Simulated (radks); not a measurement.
All-electron atom: I2+ in [Kr] 4d10 5s2 5p3.

All-electron calculation, non-relativistic Kohn-Sham, TPSS, spin-polarised, spherical densities, point nucleus; open shells are filled with parallel spins first (spin-orbit coupling, left out, can overturn this in heavy ions); meta-GGA in the generalised Kohn-Sham scheme; relativity is left out, which matters for an element this heavy. Program: a radial shooting solver on a logarithmic mesh with Libxc functionals.

Energy parts (hartree):
total: -6919.16975
kinetic: 6916.69634
electron-nucleus: -16387.91071
Hartree: 2727.63165
exchange-correlation: -175.58703

Orbitals (lengths in bohr, moments of r in powers of bohr; r(max) is where P^2 peaks; r(90%) holds 90 % of the orbital's charge):
| orbital | occ. | eigenvalue (hartree) | r(90%) | <r> | r(max) | <r^2> |
|---|---|---|---|---|---|---|
| 1s up | 1 | -1164.886 | 0.0510 | 0.02867 | 0.01899 | 0.001099 |
| 1s down | 1 | -1164.882 | 0.0510 | 0.02867 | 0.01899 | 0.001099 |
| 2s up | 1 | -176.1393 | 0.190 | 0.1234 | 0.1048 | 0.01788 |
| 2s down | 1 | -176.1381 | 0.190 | 0.1234 | 0.1048 | 0.01788 |
| 2p up | 3 | -165.4773 | 0.170 | 0.1051 | 0.08201 | 0.01343 |
| 2p down | 3 | -165.4741 | 0.170 | 0.1051 | 0.08201 | 0.01344 |
| 3s up | 1 | -36.13698 | 0.480 | 0.3275 | 0.2984 | 0.1224 |
| 3s down | 1 | -36.13418 | 0.480 | 0.3275 | 0.2984 | 0.1224 |
| 3p up | 3 | -31.64974 | 0.476 | 0.3181 | 0.2851 | 0.1172 |
| 3p down | 3 | -31.64598 | 0.476 | 0.3181 | 0.2851 | 0.1172 |
| 3d up | 5 | -23.34670 | 0.453 | 0.2890 | 0.2327 | 0.09867 |
| 3d down | 5 | -23.34272 | 0.453 | 0.2890 | 0.2327 | 0.09866 |
| 4s up | 1 | -6.92223 | 1.11 | 0.7699 | 0.7075 | 0.6689 |
| 4s down | 1 | -6.91313 | 1.11 | 0.7699 | 0.7079 | 0.6687 |
| 4p up | 3 | -5.35191 | 1.18 | 0.8048 | 0.7263 | 0.7374 |
| 4p down | 3 | -5.34238 | 1.17 | 0.8043 | 0.7268 | 0.7359 |
| 4d up | 5 | -2.68297 | 1.39 | 0.9146 | 0.7730 | 0.9783 |
| 4d down | 5 | -2.66834 | 1.38 | 0.9092 | 0.7731 | 0.9643 |
| 5s up | 1 | -1.30586 | 2.80 | 1.953 | 1.753 | 4.270 |
| 5s down | 1 | -1.19629 | 2.82 | 1.951 | 1.730 | 4.282 |
| 5p up | 3 | -0.93882 | 3.20 | 2.214 | 1.951 | 5.512 |
| 5p down | 0 | -0.83216 | 3.31 | 2.257 | 1.955 | 5.766 |
| 6s up | 0 | -0.39284 | 6.32 | 4.488 | 4.217 | 22.39 |

The highest occupied level is 5p up at -25.546 eV. The electron density at the nucleus is 1.051e+05 e/bohr^3. Virial ratio -V/T = 2.00036. For comparison, the ionisation energy in NIST's Atomic Spectra Database is 29.57 eV (measured). In exact Kohn-Sham theory the highest level is minus the ionisation energy, but local and semilocal functionals leave it too shallow, through self-interaction and a potential that decays too fast; potentials with the right tail come closer. Spin moment in Bohr magnetons: 3. The spin density at the nucleus is -0.801 e/bohr^3 (1s -0.094, 2s 0.070, 3s 0.103, 4s 0.271, 5s -1.150). The density falls to 0.001 e/bohr^3 at r = 3.92 bohr. Summed over all electrons, <r^2> = 42.61 bohr^2, which gives a Langevin (diamagnetic) susceptibility term of -33.7 x 10^-6 cm^3/mol.
